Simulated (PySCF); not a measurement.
Si(Cl)(OH) (ClHOSi), SMILES O[Si]Cl (connectivity only; charge and spin as stated), neutral, multiplicity 1. Atoms are numbered in the order given.

```xyz
4

Si     0.6763     0.5844     0.0000
Cl    -0.1909    -1.3274     0.0000
O     -0.7053     1.4920     0.0000
H     -0.5806     2.4482     0.0000
```

Geometry optimised at B3LYP-D3(BJ)/def2-TZVP. The values are those of a single conformer.

Vertical ionisation energy (IE) and electron affinity (EA) in eV. Rows of orbital energies are one-electron estimates. Where ΔSCF, EOM or ADC give a negative EA the extra electron is unbound and the value depends on the basis.

```
level                                            IE    EA
---------------------------------------------  ----  ----
−ε(HOMO), −ε(LUMO), M06-2X/def2-TZVPD (PySCF)  8.52  1.27
ADC(2)/aug-cc-pVDZ (PySCF)                     9.35  0.15
```

Q: Beyond the first one, list the lowest photoelectron lines from PySCF 2.14.0 with ADC(2)/aug-cc-pVDZ with their pole strengths (two spins summed). (The exact figures need the calculation; the answer reports its results.)

A: 11.31 eV (1.76), 11.31 eV (1.78), 12.43 eV (1.73), 13.24 eV (1.73), 14.58 eV (1.75).
